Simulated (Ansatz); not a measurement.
Start from `[GaH2][CH]1CO1` and change one element to get `BC1CO1`.

Ansatz, PBE0-D4/def2-TZVP geometries, multiplicity 1. 

Scalar relativity is left out up to krypton.

```csv
property,`[GaH2][CH]1CO1`
HOMO energy (B3LYP/def2-TZVPP) / eV,-7.13
HOMO energy (PBE0/def2-TZVPP) / eV,-7.36
size of the dipole moment (PBE/def2-TZVPP) / D,1.52
LUMO energy (PBE/def2-TZVPP) / eV,-2.51
size of the dipole moment (B3LYP/def2-TZVPP) / D,1.68
LUMO energy (B3LYP/def2-TZVPP) / eV,-2.00
```

**Question.** Give the same properties after the change, and the shifts. (Best estimate.)

**Answer.** Ansatz gave: 
```
                                        property  `BC1CO1`  shift
             HOMO energy (B3LYP/def2-TZVPP) / eV     -7.75  -0.62
              HOMO energy (PBE0/def2-TZVPP) / eV     -8.01  -0.65
  size of the dipole moment (PBE/def2-TZVPP) / D      1.62   0.10
               LUMO energy (PBE/def2-TZVPP) / eV     -2.60  -0.09
size of the dipole moment (B3LYP/def2-TZVPP) / D      1.72   0.04
             LUMO energy (B3LYP/def2-TZVPP) / eV     -1.84   0.16
```

With PBE0 the HOMO falls by 0.65 eV and the LUMO rises by 0.10 eV, so the gap widens by about 0.75 eV. PBE moves the HOMO by -0.48 eV and ωB97M-V by -0.78 eV. Dipoles are sizes alone; their direction can turn.

B3LYP here is the variant with VWN-RPA as its local correlation; programs differ in this.
